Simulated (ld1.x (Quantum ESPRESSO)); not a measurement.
**In (Z = 49): from the effect back to the setting (TM)**

Base potential:

- Element: In (Z = 49)
- Generator: ld1.x (Quantum ESPRESSO) 7.5
- Type: norm-conserving Troullier–Martins (Kleinman–Bylander form)
- Functional: PBE
- Relativity: scalar-relativistic
- Frozen core: [Kr] 4d10
- Valence charge: 3
- Reference configuration: 5s2 5p1
- Partial waves: 5s (bound): rc 2.25 bohr; 5p (bound): rc 2.90 bohr
- Local potential: all-electron potential smoothed inside 1.85 bohr (lloc = -2)
- Core correction: a·sin(br)/r model core inside 1.85 bohr

Cutoffs, loose and tight: the cutoffs (Ry, on a coarse ladder) from which the occupation-weighted sum of valence levels, in a spherical-Bessel basis at the reference potential, stays within 10 and 1 mRy of its value at 400 Ry. They do not see the model core or the augmentation charge, which bear on the density cutoff. Test errors are all-electron minus pseudo excitation energies from the reference, over the configurations 5s2 5p0; 5s1 5p0; 5s2 5p0.5; 5s1 5p1; 5s2 5p1.3; 5s1 5p2; 5s0 5p3; variants that change the core or the reference have their own tests.

Only the scale of all radii but the core radius (base = 1) is moved:

```csv
scale of all radii but the core radius (base = 1),"cutoff, loose","cutoff, tight",bound ghosts,largest test error (meV)
0.75,25 Ry,55 Ry,"s, d",-240
0.87,10 Ry,30 Ry,none,-187
1.04,10 Ry,25 Ry,none,-208
1.25,8 Ry,18 Ry,none,-235
1.34,8 Ry,15 Ry,none,-256
```

One more run gave cutoff, loose: 8 Ry; cutoff, tight: 21 Ry; bound ghosts: none; largest test error (meV): -221. Which value of the scale of all radii but the core radius (base = 1) was used?

1.15. The tight cutoff moves one way along this sweep, from 55 Ry at 0.75 to 15 Ry at 1.34, which places the run between 1.04 and 1.25.
